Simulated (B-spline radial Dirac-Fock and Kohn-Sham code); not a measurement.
Auger parameter of cesium: the L3 level and its strongest L3-MM line

Level of theory: relaxed Dirac-Fock hole states (ΔSCF) with Breit and QED corrections and a finite nucleus; an atomic code on a B-spline grid. The modified Auger parameter α′ is the binding energy plus the kinetic energy of the Auger electron; it does not depend on the energy zero. For free ions it tends to fall with charge, since less charge screens the final holes.

| species | configuration | binding 2p3/2 (eV) | Auger line | kinetic (eV) | α′ (eV) |
| --- | --- | --- | --- | --- | --- |
| Cs | [Xe] 6s1 | 5018.8 | M4M5 J=4 | 3483.1 | 8502.0 |
| Cs | [Xe] 6p1 | 5020.0 | M4M5 J=4 | 3482.1 | 8502.1 |
| Cs⁺ | [Kr] 4d10 5s2 5p6 | 5024.6 | M4M5 J=4 | 3476.0 | 8500.6 |
| Cs⁺ (Watson 2.2 Å) | [Kr] 4d10 5s2 5p6 | 5018.1 | M4M5 J=4 | 3482.5 | 8500.7 |
| Cs⁺ (Watson 2.4 Å) | [Kr] 4d10 5s2 5p6 | 5018.7 | M4M5 J=4 | 3482.0 | 8500.7 |
| Cs²⁺ | [Kr] 4d10 5s2 5p5 | 5037.3 | M4M5 J=4 | 3462.2 | 8499.5 |
| Cs³⁺ | [Kr] 4d10 5s2 5p4 | 5051.0 | M4M5 J=4 | 3447.5 | 8498.5 |
| Cs⁴⁺ | [Kr] 4d10 5s2 5p3 | 5065.6 | M4M5 J=4 | 3432.1 | 8497.7 |
| Cs⁵⁺ | [Kr] 4d10 5s2 5p2 | 5081.1 | M4M5 J=4 | 3415.9 | 8497.0 |
| Cs⁶⁺ | [Kr] 4d10 5s2 5p1 | 5097.5 | M4M5 J=4 | 3399.0 | 8496.4 |
| Cs⁷⁺ | [Kr] 4d10 5s2 | 5114.6 | M4M5 J=4 | 3381.4 | 8496.0 |

Values without a named source are computed, but for edge energies of neutral atoms, which are taken from tables.
